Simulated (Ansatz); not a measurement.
Compare A (`CC#[C][GeH3]`) with its isomer B (`[GeH3][C]1=CC1`).

Isolated molecules relaxed with PBE0-D4/def2-TZVP in Ansatz; ΔE leaves out vibrations. CBS: MP2 limit from def2 TZ/QZ plus the TZ coupled-cluster correction, frozen cores. Functionals use def2-TZVPP. B3LYP here is the variant with VWN-RPA as its local correlation; programs differ in this. For Ge outer-core shells are correlated without core-valence functions, which leaves a few kJ/mol of doubt a bond. Scalar relativity is left out up to krypton.

Task: Which is lower in electronic energy at CCSD(T)/CBS, and by how much? (Estimate.)

Result: Computed: A, by 106.7 kJ/mol.

Task: Give E(B) − E(A) in kJ/mol with B3LYP, HF/def2-TZVPP, CCSD(T)/def2-TZVPP, MP2/def2-TZVPP, PBE-D4, ωB97M-V, B3LYP-D4. (An estimate is asked.)

Result: The calculation gave: B3LYP 110.4, HF/def2-TZVPP 126.8, CCSD(T)/def2-TZVPP 108.6, MP2/def2-TZVPP 109.2, PBE-D4 88.8, ωB97M-V 100.4, B3LYP-D4 107.3. None reverses the order clearly.

Largest T1 diagnostic: 0.012.

The D4 term adds −3.0 kJ/mol with B3LYP and −1.6 kJ/mol with PBE0; it sums over pairs of atoms, weighted by their polarisabilities, and B3LYP, whose exchange is more repulsive, gets the larger term. In def2-TZVPP, CCSD(T) changes the Hartree–Fock value by −18.2 kJ/mol (the triples alone add −1.6 kJ/mol) and MP2 by −17.5 kJ/mol.
